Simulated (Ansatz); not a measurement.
A calculation with Ansatz (development build ahead of 0.2.0).

```yaml
crystal:
  periodic: [false, false, false]
  atoms:
    - { symbol: F, position_ang: [0.71, 0.0, 2.8] }
    - { symbol: F, position_ang: [-0.71, 0.0, 2.8] }
    - { symbol: Li, position_ang: [1.34, 0.0, 0.0] }
    - { symbol: Li, position_ang: [-1.34, 0.0, 0.0] }
basis:
  gaussian: { orbitals: "6-31G" }
hamiltonian:
  xc: hf
```

The input is written out in the form of the current development build from the run's settings.

The run gave:

```yaml
Converged: yes
Total_energy: -213.50011 hartree
Spin_squared_of_the_determinant: 0.000
```

Caution: stretched shape with no unrestricted run beside it, a lower state can exist.
